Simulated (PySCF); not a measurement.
Species: C2H3F2O4S (charge -1).
SMILES: `O=S(=O)([O-])COC(F)F`

The closed-shell SCF was solved with PySCF and density fitting under several settings on one GFN2-xTB geometry (grid level 2 and gas phase unless stated).

| settings | basis functions | SCF cycles | E (Eh) | HOMO (eV) | LUMO (eV) |
| --- | --- | --- | --- | --- | --- |
| PBE0/def2-SVP, IEF-PCM chloroform, start guess vsap | 145 | 11 | -975.5705 | -6.06 | 3.43 |
| PBE0/ANO-RCC-VDZP, grid level 4, energy threshold 1e-08 Eh | 145 | 10 | -976.0499 | -2.97 | 4.18 |

Q: Estimate the row for these settings: B3LYP/pcSseg-1.

A: 
```tsv
settings	basis functions	SCF cycles	E (Eh)	HOMO (eV)	LUMO (eV)
B3LYP/pcSseg-1	175	15	-976.7540	-2.45	5.27
```

Q: Over all rows, what range does the HOMO–LUMO gap span?

A: From 7.15 eV (PBE0/ANO-RCC-VDZP, grid level 4, energy threshold 1e-08 Eh) to 9.49 eV (PBE0/def2-SVP, IEF-PCM chloroform, start guess vsap).

Whole jobs, the steps after the SCF included, on an Arm Neoverse V1 with one thread (shared host):

```
                                                  settings                                         work after the SCF  wall time  peak memory
       PBE0/def2-SVP, IEF-PCM chloroform, start guess vsap  1 singlet by TDA, 5 Tamm–Dancoff triplets, polarisability       22 s     0.88 GiB
PBE0/ANO-RCC-VDZP, grid level 4, energy threshold 1e-08 Eh                    shieldings, charges and field gradients       70 s     0.77 GiB
                                            B3LYP/pcSseg-1                                                 shieldings       25 s     0.78 GiB
```

Cycle counts include a coarse-grid stage where the run had one. ANO-RCC sets were contracted for a scalar-relativistic Hamiltonian, but ran non-relativistically here. The species at its GFN2-xTB geometry (one conformer only).

The values belong to the conformer `[O:1]=[S:2](=[O:3])([O-:4])[CH2:5][O:6][CH:7]([F:8])[F:9]`: O1–S2–C5–O6 38°, S2–C5–O6–C7 44°, C5–O6–C7–F8 99°.
